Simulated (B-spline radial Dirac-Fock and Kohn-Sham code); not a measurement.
## Ba: input and output of one calculation

ΔSCF core binding energies without Breit or QED terms, calculated with a radial finite-basis atomic code. Keys: rel is the Hamiltonian (dirac, or spin-free x2c and nr, where L3 and M5 stand for the whole 2p and 3d shells), method is hf or an exchange,correlation pair (spin-unpolarised, also for the hole states), nuc the nuclear model, radius_factor scales its radius, rmax is the box in bohr, h the logarithmic mesh step, order the B-spline order, points the quadrature points per cell, c_factor scales the speed of light, and damp, ndamp, maxit and tol steer the iteration. The run stops when the commutator error falls below 10·tol·max(1, Z/10), or the numerical noise floor, and the energy has settled to about 1e-8 Ha; the virial ratio is −V/T.

Input (task.json):

```json
{"items": [{"Z": 56, "q": 0, "cfg": [[1, 0, 2], [2, 0, 2], [2, 1, 6], [3, 0, 2], [3, 1, 6], [3, 2, 10], [4, 0, 2], [4, 1, 6], [4, 2, 10], [5, 0, 2], [5, 1, 6], [6, 0, 2]], "A": 138, "rrms": 4.8378, "do": "settings", "holes": ["K", "L3", "M5"],
  "settings": [{"rel": "dirac", "method": "hf", "nuc": "fermi", "radius_factor": 1.0, "rmax": 45.0, "h": 0.3, "order": 8, "points": 3, "c_factor": 1.0, "maxit": 50, "damp": 0.5, "ndamp": 3, "tol": 1e-08}]}]}
```

Command: `python xray2_run.py task.json out`

Ground-state iterations:

```
iter   energy (Ha)        error
   1    -8130.79692946  1.92e+00
   2    -8134.32565734  2.66e-01
   3    -8135.55225132  6.33e-02
   4    -8135.63737315  2.35e-02
   5    -8135.64699151  8.74e-03
   6    -8135.64845766  1.75e-03
   7    -8135.64862431  5.16e-04
   8    -8135.64864182  9.27e-05
   9    -8135.64864255  2.29e-05
  10    -8135.64864259  5.08e-06
  11    -8135.64864260  5.97e-07
  12    -8135.64864260  6.42e-08
```

The ground state converged in 12 iterations, with total energy -8135.64864 Ha, virial ratio 1.93681 and highest orbital energy -4.44 eV. ΔSCF binding energies: K (1s) 37586.0 eV, L3 (2p3/2) 5266.4 eV, M5 (3d5/2) 789.9 eV.

Q: One setting is unsound. Which, and why?

A: points is too small to integrate the splines. With the default settings (Dirac Hartree-Fock): The ground state converged in 12 iterations, with total energy -8135.65010 Ha, virial ratio 1.93681 and highest orbital energy -4.44 eV. ΔSCF binding energies: K (1s) 37586.0 eV, L3 (2p3/2) 5266.4 eV, M5 (3d5/2) 789.9 eV.
